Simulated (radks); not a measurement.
Effect of the nuclear size on neutral tantalum, [Xe] 4f14 5d3 6s2. All-electron calculation, Dirac Kohn-Sham, LDA (Slater exchange, Perdew-Wang correlation), spin-unpolarised, spherical densities, finite nucleus; open shells fill j = l - 1/2 first; Fermi nuclear charge, rms radius 5.3507 fm. Program: a radial shooting solver on a logarithmic mesh with Libxc functionals. The rms radius is varied about that value; shifts are against it.

| rms radius (fm) | total energy shift (eV) | density at nucleus (e/bohr^3) | 1s1/2 shift (meV) | 2s1/2 shift (meV) | 5p1/2 shift (meV) | 6s1/2 shift (meV) | 5d3/2 shift (meV) | 6p1/2 (empty) shift (meV) |
|---|---|---|---|---|---|---|---|---|
| 4.532 | -15.2 | 1.382e+06 | -6160 | -860 | 0.514 | -0.493 | 0.475 | 0.176 |
| 4.9815 | -7.05 | 1.339e+06 | -2860 | -400 | 0.239 | -0.229 | 0.221 | 0.082 |
| 5.3507 | 0 | 1.307e+06 | 0.000 | 0.000 | 0.000 | 0.000 | 0.000 | 0.000 |
| 5.6075 | 5.10 | 1.287e+06 | 2070 | 289 | -0.173 | 0.166 | -0.160 | -0.059 |
| 6.5546 | 25.3 | 1.221e+06 | 10300 | 1430 | -0.853 | 0.820 | -0.791 | -0.294 |

Slopes of the eigenvalues against <r^2> in GHz/fm^2, as finite differences over the two radii next to the reference (eigenvalue slopes, not the field-shift constants of lines): 1s1/2 180000, 2s1/2 25100, 5p1/2 -15.0, 6s1/2 14.4, 5d3/2 -13.9, 6p1/2 (empty) -5.15.
